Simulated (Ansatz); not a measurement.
Input for Ansatz (a program for electronic structure): R-PBE0/def2-TZVPPD on H2Se (SMILES [SeH2]). Files ending in .json are basis or fitting sets from the Basis Set Exchange.

Ansatz 0.2 input:
```yaml
crystal:
  periodic: [false, false, false]
  atoms:
    - {symbol: Se, position_ang: [0.12698474, 0.00136965, 3.54317886]}
    - {symbol: H, position_ang: [-0.29815779, -0.70615940, 4.76405630]}
    - {symbol: H, position_ang: [0.91168855, -1.14628160, 3.07675033]}
basis:
  gaussian:
    orbitals: def2-TZVPPD.json
hamiltonian:
  xc: {name: PBE0}
scf: {lower_state_search: off}
```

The log:

```
WARN ansatz: RAYON_NUM_THREADS=1 ignored (pool sized by the plan → 1); use --threads N
Functional definition: PBE0
these checks for a lower state are left out or cut short: stability, starts, cluster_reference, orbital_swaps, neighbouring_geometries, increment
integrals: 0.02 GiB planned
571 factors; their error is unknown
mean field: 0.22 GiB planned
mean field evaluation 1: about -65373.8886 eV, gradient 8.4e0 eV
mean field evaluation 2: about -65374.0094 eV, gradient 4.5e0 eV
mean field evaluation 4: about -65374.0699 eV, gradient 1.2e-1 eV
mean field evaluation 8: about -65374.3632 eV, gradient 3.1e-1 eV
mean field evaluation 16: about -65374.3633 eV, gradient 1.7e-6 eV
mean field -65374.36328900 eV, -2402.4635385359 hartree, gradient 1.7e-6 eV, S^2 0.000000; 0 other end points of the search recorded, 0 dependent functions left out
reference -65374.36332041 eV, -2402.4635396900 hartree; 18, 18 occupied and 73, 73 virtual orbitals, 571 factors
Total energy: -65374.36332041 eV, -2402.4635396900 hartree
Checks for a lower state left out: stability, starts, cluster_reference, orbital_swaps, neighbouring_geometries, increment
```

The calculation finished and met its thresholds.

Cost: very roughly 0.8 core-seconds.
